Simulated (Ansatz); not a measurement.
Gas-phase electronic energies from Ansatz, PBE0-D4/def2-TZVP geometries. CCSD(T)/CBS is the MP2 limit (def2-TZVPP, def2-QZVPP) plus CCSD(T) − MP2 in def2-TZVPP, frozen cores. This one scheme is used for every species. DFT in def2-TZVPP. B3LYP here is the variant with VWN-RPA as its local correlation; programs differ in this. HSE06 is defined as in plane-wave codes. For Zn outer-core shells are correlated without core-valence functions, which leaves a few kJ/mol of doubt a bond. Scalar relativity is left out up to krypton. One conformer a species, not always the lowest.

Reaction (cleavage of the Zn–B bond): `[BH2][Zn][OH]` + NH₃ → `[NH2][Zn][OH]` + BH₃

(1) Is it downhill or uphill in electronic energy at CCSD(T)/CBS, and by how much? (Best estimate.)

(2) What do these levels give: B97M-V, PBE0-D4, r2SCANh-D4, HSE06-D4, BHLYP-D4, r2SCAN, PBE0, B3LYP, CAM-B3LYP, MP2/def2-SVP, CCSD/def2-TZVPP, HF/CBS(def2)? (An estimate is asked.)

Largest T1 diagnostic among the species: 0.017.

Results:

(1) Ansatz gave: Downhill: ΔE = -0.18 eV.

(2) Computed: B97M-V -0.06, PBE0-D4 -0.07, r2SCANh-D4 -0.11, HSE06-D4 -0.07, BHLYP-D4 -0.17, r2SCAN -0.10, PBE0 -0.07, B3LYP -0.12, CAM-B3LYP -0.16, MP2/def2-SVP -0.16, CCSD/def2-TZVPP -0.19, HF/CBS(def2) -0.28 eV.

From PBE to PBE0 (25 % exact exchange), in def2-TZVPP and without D4, ΔE moves by −0.05 eV. At CCSD(T), def2-SVP lies +0.11 eV from the extrapolated value and def2-TZVPP −0.01 eV.
